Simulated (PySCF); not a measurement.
CH₂F₃Ga, SMILES F[C](F)(F)[GaH2]. Heavy atoms are numbered as in [GaH2:1][C:2]([F:3])([F:4])[F:5]. Hydrogens are named by the atom that carries them.

Geometry: PBE0-D3(BJ)/def2-SVP. The structure was generated by enumeration; whether it is a known compound was not checked.

These are PBE/def2-TZVP in PySCF values and carry that method's errors.

Atomic charges (e), one atom of each kind:

```csv
atom,IAO,Löwdin,Mulliken
Ga1 (GaH2),0.50,…,0.23
C2,0.51,…,0.29
F3,-0.26,…,-0.14
H on Ga1,-0.12,…,-0.05
```

Problem. Some entries are withheld; supply them. (Estimate from the structure and the level; the computed values follow.)

Solution. 
- Ga1 (GaH2), Löwdin: 0.41
- C2, Löwdin: -0.84
- F3, Löwdin: 0.20
- H on Ga1, Löwdin: -0.08
